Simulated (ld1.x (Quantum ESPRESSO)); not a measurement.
An all-electron radial function and its pseudo partner (Cu)

Columns: radius, all-electron u(r) and pseudo u(r) of the 3p shell (level -72.14 eV) of copper in the configuration [Ne] 3s2 3p6 3d10 4s1 4p0; PBE, scalar-relativistic, RRKJ scheme, ld1.x (Quantum ESPRESSO) 7.5.

```csv
r (bohr),all-electron,pseudo
0.123,0.6551,-0.1284
0.245,0.1035,-0.4506
0.368,-0.6741,-0.8286
0.490,-1.1176,-1.1124
0.613,-1.2444,-1.2283
0.735,-1.1813,-1.1826
0.858,-1.0332,-1.0376
0.980,-0.8639,-0.8645
1.103,-0.7008,-0.7008
1.225,-0.5591,-0.5591
1.348,-0.4397,-0.4397
1.470,-0.3434,-0.3434
1.593,-0.2660,-0.2660
1.715,-0.2055,-0.2055
1.838,-0.1578,-0.1578
1.960,-0.1212,-0.1212
2.083,-0.0926,-0.0926
2.205,-0.0709,-0.0709
2.328,-0.0540,-0.0540
2.450,-0.0412,-0.0412
2.573,-0.0313,-0.0313
2.695,-0.0238,-0.0238
2.818,-0.0181,-0.0181
2.940,-0.0138,-0.0138
3.063,-0.0104,-0.0104
3.185,-0.0079,-0.0079
```

(1) How many radial nodes do the two functions have?

(2) At about which radius was the pseudo-wave matched?

(3) Is the pseudo-wave norm-conserving?

Answers

(1) The all-electron 3p function has n − l − 1 = 1; the pseudo-wave has 0, since the states of the same l below it are removed with the core.

(2) 1.05 bohr, where the columns begin to agree (steps of 0.12 bohr).

(3) Yes: the RRKJ scheme keeps the norm inside the radius equal to the all-electron one, which fixes the energy derivative of the logarithmic derivative at the level.
